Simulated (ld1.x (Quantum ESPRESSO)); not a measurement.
**How hard is this Ru (Z = 44) RRKJ potential?**

```
Element                 : Ru
Generator               : ld1.x (Quantum ESPRESSO) 7.5
Type                    : norm-conserving RRKJ (Kleinman–Bylander form)
Functional              : PBEsol
Relativity              : scalar-relativistic
Frozen core             : [Ar] 3d10
Valence charge          : 16
Reference configuration : 4s2 4p6 4d6.5 5s0 5p0 (charge +1.5)
Partial waves           : 4s (bound): rc 0.95 bohr; 4p (bound): rc 1.70 bohr; 4f channel at -0.19 Ry: rc 1.60 bohr; 4d (bound): rc 1.55 bohr
Local potential         : the d channel
Core correction         : Bessel-smoothed model core inside 0.80 bohr
rho0                    : 0.005
```

The pseudo-atom Hamiltonian at the reference potential is diagonalised in spherical Bessel functions j_l(qr) that vanish at 20 bohr, with q² up to the cutoff. All-electron valence levels (Ry): 4s -6.6003, 5s -1.0708, 4p -4.3975, 5p -0.6974, 4d -1.3310.

Problem. How do the lowest levels (Ry) of each channel move with the cutoff, and are there ghosts?

Solution.

| cutoff (Ry) | s #1 | s #2 | p #1 | p #2 | f #1 | d #1 | d #2 | Σ f·Δε (mRy) |
| --- | --- | --- | --- | --- | --- | --- | --- | --- |
| 8 | -5.1409 | -0.8816 | -3.3021 | -0.5738 | -0.1553 | -0.6736 | -0.2333 | 13763.8 |
| 15 | -5.3645 | -0.9014 | -4.2253 | -0.6731 | -0.1555 | -0.9425 | -0.2692 | 6029.8 |
| 21 | -5.8084 | -0.9542 | -4.3659 | -0.6936 | -0.1556 | -1.1427 | -0.2885 | 2997.2 |
| 30 | -6.2107 | -1.0075 | -4.3969 | -0.7007 | -0.1557 | -1.2637 | -0.2986 | 1219.9 |
| 45 | -6.5265 | -1.0548 | -4.3974 | -0.7012 | -0.1558 | -1.3251 | -0.3036 | 187.0 |
| 60 | -6.5745 | -1.0634 | -4.3974 | -0.7013 | -0.1558 | -1.3307 | -0.3041 | 53.7 |
| 80 | -6.5762 | -1.0637 | -4.3975 | -0.7013 | -0.1558 | -1.3309 | -0.3041 | 49.1 |
| 100 | -6.5834 | -1.0647 | -4.3975 | -0.7013 | -0.1558 | -1.3309 | -0.3041 | 34.5 |
| 140 | -6.5962 | -1.0667 | -4.3975 | -0.7013 | -0.1558 | -1.3310 | -0.3041 | 8.5 |
| 200 | -6.6002 | -1.0673 | -4.3975 | -0.7013 | -0.1558 | -1.3310 | -0.3041 | 0.5 |
| 260 | -6.6004 | -1.0673 | -4.3975 | -0.7013 | -0.1558 | -1.3310 | -0.3041 | 0.1 |
| 400 | -6.6005 | -1.0673 | -4.3975 | -0.7013 | -0.1558 | -1.3310 | -0.3041 | 0.0 |

Result: no extra level below or beside the all-electron valence levels (s, p, f, d tested); 10 mRy is reached at 140 Ry and 1 mRy at 200 Ry.
